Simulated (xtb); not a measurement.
xtb job for bicarbonate (CHO3), SMILES O=C([O-])O, charge -1, GFN2-xTB. 

```
$ xtb mol.xyz --gfn 2 --ohess tight --chrg -1 --uhf 0 --json
$ cat mol.xyz
5

O      0.86930000    -0.57250000     0.02340000
C     -0.48470000    -0.01790000    -0.02180000
O     -0.43770000     1.26180000     0.03320000
O     -1.40590000    -0.70470000    -0.10300000
H      1.44530000     0.12580000     0.07150000
```

Program output:

```
[banner left out]
          |                Calculation Setup                |
           -------------------------------------------------



           -------------------------------------------------
          |                 G F N 2 - x T B                 |
           -------------------------------------------------

        Reference                      10.1021/acs.jctc.8b01176
      * Hamiltonian:
        H0-scaling (s, p, d)           1.850000    2.230000    2.230000
        zeta-weighting                 0.500000
      * Dispersion:
        s8                             2.700000
        a1                             0.520000
        a2                             5.000000
        s9                             5.000000
      * Repulsion:
        kExp                           1.500000    1.000000
        rExp                           1.000000
      * Coulomb:
        alpha                          2.000000
        third order                    shell-resolved
        anisotropic                    true
        a3                             3.000000
        a5                             4.000000
        cn-shift                       1.200000
        cn-exp                         4.000000
        max-rad                        5.000000


          ...................................................
          :                      SETUP                      :
          :.................................................:
          :  # basis functions                  17          :
          :  # atomic orbitals                  17          :
          :  # shells                            9          :
          :  # electrons                        24          :
          :  max. iterations                   250          :
          :  Hamiltonian                  GFN2-xTB          :
          :  restarted?                      false          :
          :  GBSA solvation                  false          :
          :  PC potential                    false          :
          :  electronic temp.          300.0000000     K    :
          :  accuracy                    1.0000000          :
          :  -> integral cutoff          0.2500000E+02      :
          :  -> integral neglect         0.1000000E-07      :
          :  -> SCF convergence          0.1000000E-05 Eh   :
          :  -> wf. convergence          0.1000000E-03 e    :
          :  Broyden damping             0.4000000          :
          :  net charge                         -1          :
          :  unpaired electrons                  0          :
          ...................................................

 iter      E             dE          RMSdq      gap      omega  full diag
   1    -15.1538507 -0.151539E+02  0.699E+00    7.81       0.0  T
   2    -15.1984830 -0.446323E-01  0.339E+00    6.06       1.0  T
   3    -15.1999297 -0.144670E-02  0.181E+00    6.37       1.0  T
   4    -15.2011902 -0.126053E-02  0.259E-01    6.12       1.0  T
   5    -15.2012923 -0.102154E-03  0.980E-02    6.22       1.0  T
   6    -15.2012907  0.166063E-05  0.654E-02    6.17       1.0  T
   7    -15.2013058 -0.151483E-04  0.150E-02    6.20       3.0  T
   8    -15.2013062 -0.384275E-06  0.666E-03    6.20       6.7  T
   9    -15.2013063 -0.114257E-06  0.475E-04    6.20      94.1  T
  10    -15.2013063  0.265565E-10  0.175E-04    6.20     255.3  T

   *** convergence criteria satisfied after 10 iterations ***

         #    Occupation            Energy/Eh            Energy/eV
      -------------------------------------------------------------
         1        2.0000           -0.4993667             -13.5885
       ...           ...                  ...                  ...
         6        2.0000           -0.3408540              -9.2751
         7        2.0000           -0.3307180              -8.9993
         8        2.0000           -0.2833944              -7.7116
         9        2.0000           -0.2498640              -6.7991
        10        2.0000           -0.2003777              -5.4526
        11        2.0000           -0.1925501              -5.2396
        12        2.0000           -0.1717094              -4.6724 (HOMO)
        13                          0.0559780               1.5232 (LUMO)
        14                          0.2806876               7.6379
        15                          0.4552298              12.3874
        16                          0.6149896              16.7347
        17                          1.0819703              29.4419
      -------------------------------------------------------------
                  HL-Gap            0.2276874 Eh            6.1957 eV
             Fermi-level           -0.0578657 Eh           -1.5746 eV

 SCC (total)                   0 d,  0 h,  0 min,  0.004 sec
 SCC setup                      ...        0 min,  0.000 sec (  2.215%)
 Dispersion                     ...        0 min,  0.000 sec (  0.803%)
[...]
        15                          0.3488901               9.4938
        16                          0.6328700              17.2213
        17                          0.9429692              25.6595
      -------------------------------------------------------------
                  HL-Gap            0.2354553 Eh            6.4071 eV
             Fermi-level           -0.0693030 Eh           -1.8858 eV

     #   Z          covCN         q      C6AA      α(0)
     1   8 O        1.649    -0.541    23.803     6.586
     2   6 C        2.555     0.484    19.021     7.129
     3   8 O        0.856    -0.620    26.626     6.918
     4   8 O        0.856    -0.581    25.647     6.790
     5   1 H        0.805     0.258     0.862     1.458

 Mol. C6AA /au·bohr⁶  :        413.371604
 Mol. C8AA /au·bohr⁸  :       8880.254471
Molecule has the following symmetry elements: (sigma)
It seems to be the Cs point group
 Mol. α(0) /au        :         28.880896


Wiberg/Mayer (AO) data.
largest (>0.10) Wiberg bond orders for each atom

 ---------------------------------------------------------------------------
     #   Z sym  total        # sym  WBO       # sym  WBO       # sym  WBO
 ---------------------------------------------------------------------------
     1   8 O    1.967 --     5 H    0.918     2 C    0.855
     2   6 C    3.920 --     4 O    1.553     3 O    1.511     1 O    0.855
     3   8 O    1.823 --     2 C    1.511     4 O    0.209
     4   8 O    1.867 --     2 C    1.553     3 O    0.209
     5   1 H    0.933 --     1 O    0.918
 ---------------------------------------------------------------------------

Topologies differ in total number of bonds
Writing topology from bond orders to xtbtopo.mol

molecular dipole:
                 x           y           z       tot (Debye)
 q only:        1.471       0.046       0.074
   full:        1.721       0.146       0.091       4.396
molecular quadrupole (traceless):
                xx          xy          yy          xz          yz          zz
 q only:       -0.817       0.217      -3.594      -0.250      -0.333       4.411
  q+dip:       -0.973       0.377      -4.856      -0.321      -0.440       5.829
   full:       -0.990       0.376      -5.129      -0.336      -0.465       6.120

           -------------------------------------------------
          |                Geometry Summary                 |
           -------------------------------------------------

      molecular mass/u    :       61.0168914
   center of mass at/Å    :       -0.3320313      -0.0114843      -0.0168373
  moments of inertia/u·Å² :        0.4020358E+02   0.4409527E+02   0.8429885E+02
rotational constants/cm⁻¹ :        0.4193068E+00   0.3823002E+00   0.1999746E+00

 * 3 selected distances

     #   Z          #   Z                                           value/Å
     2   6 C        3   8 O                                       1.2292498 (max)
     2   6 C        4   8 O                                       1.2187879
     1   8 O        5   1 H                                       0.9644927 (min)

 * 2 distinct bonds (by element types)

   Z      Z             #   av. dist./Å        max./Å        min./Å
   1 H    8 O           1     0.9644927     0.9644927     0.9644927
   6 C    8 O           2     1.2240188     1.2292498     1.2187879

           -------------------------------------------------
          |               Frequency Printout                |
           -------------------------------------------------
 projected vibrational frequencies (cm⁻¹)
eigval :       -0.00    -0.00    -0.00    -0.00     0.00     0.00
eigval :      450.51   507.00   600.57   750.02   805.37  1097.43
eigval :     1310.08  1878.29  3544.41
 reduced masses (amu)
   1: 14.56   2: 14.91   3: 15.55   4: 15.01   5: 15.66   6: 15.47   7:  2.44   8: 13.51
   9: 15.44  10: 12.76  11: 13.91  12:  4.18  13: 14.75  14: 13.05  15:  1.87
 IR intensities (km·mol⁻¹)
   1:  0.31   2:  5.71   3: 15.01   4: 15.27   5: 10.97   6: 12.11   7:105.00   8:  8.83
   9:  0.32  10:154.06  11:418.21  12: 80.94  13:383.87  14:817.69  15:  3.32
 Raman intensities (Ä⁴*amu⁻¹)
   1:  0.00   2:  0.00   3:  0.00   4:  0.00   5:  0.00   6:  0.00   7:  0.00   8:  0.00
   9:  0.00  10:  0.00  11:  0.00  12:  0.00  13:  0.00  14:  0.00  15:  0.00
 output can be read by thermo (or use thermo option).
 writing <g98.out> molden fake output.
 recommended (thermochemical) frequency scaling factor: 1.0
           -------------------------------------------------
          |             Thermodynamic Functions             |
           -------------------------------------------------

cs  symmetry found (for desy threshold:  0.10E+00) used in thermo

          ...................................................
          :                      SETUP                      :
          :.................................................:
          :  # frequencies                           9      :
          :  # imaginary freq.                       0      :
Note: The following floating-point exceptions are signalling: IEEE_DENORMAL
normal termination of xtb
          :  linear?                             false      :
          :  only rotor calc.                    false      :
          :  symmetry                               cs      :
          :  rotational number                       1      :
          :  scaling factor                  1.0000000      :
          :  rotor cutoff                   50.0000000 cm⁻¹ :
          :  imag. cutoff                  -20.0000000 cm⁻¹ :
          :.................................................:

    mode    ω/cm⁻¹     T·S(HO)/kcal·mol⁻¹    T·S(FR)/kcal·mol⁻¹   T·S(vib)
   ------------------------------------------------------------------------
   ------------------------------------------------------------------------

   temp. (K)  partition function   enthalpy   heat capacity  entropy
                                   cal/mol     cal/K/mol   cal/K/mol   J/K/mol
 298.15  VIB   1.38                  533.332      5.448      2.431
         ROT  0.295E+05              888.752      2.981     23.436
         INT  0.408E+05             1422.084      8.429     25.867
         TR   0.461E+27             1481.254      4.968     38.228
         TOT                        2903.3378    13.3968    64.0948   268.1725

       T/K    H(0)-H(T)+PV         H(T)/Eh          T*S/Eh         G(T)/Eh
   ------------------------------------------------------------------------
    298.15    0.462676E-02    0.295583E-01    0.304535E-01   -0.895168E-03
   ------------------------------------------------------------------------

         :::::::::::::::::::::::::::::::::::::::::::::::::::::
         ::                  THERMODYNAMIC                  ::
         :::::::::::::::::::::::::::::::::::::::::::::::::::::
         :: total free energy         -15.105844702268 Eh   ::
         ::.................................................::
         :: total energy              -15.104949533902 Eh   ::
         :: zero point energy           0.024931563955 Eh   ::
         :: G(RRHO) w/o ZPVE           -0.025826732321 Eh   ::
         :: G(RRHO) contrib.           -0.000895168366 Eh   ::
         :::::::::::::::::::::::::::::::::::::::::::::::::::::

optimized geometry written to: xtbopt.xyz


           -------------------------------------------------
          | TOTAL ENERGY              -15.104949533902 Eh   |
          | TOTAL ENTHALPY            -15.075391206630 Eh   |
          | TOTAL FREE ENERGY         -15.105844702268 Eh   |
          | GRADIENT NORM               0.000137941001 Eh/α |
          | HOMO-LUMO GAP               6.407066020944 eV   |
           -------------------------------------------------

------------------------------------------------------------------------
------------------------------------------------------------------------
 total:
 SCF:
 ANC optimizer:
 analytical hessian:
```

The run converged.
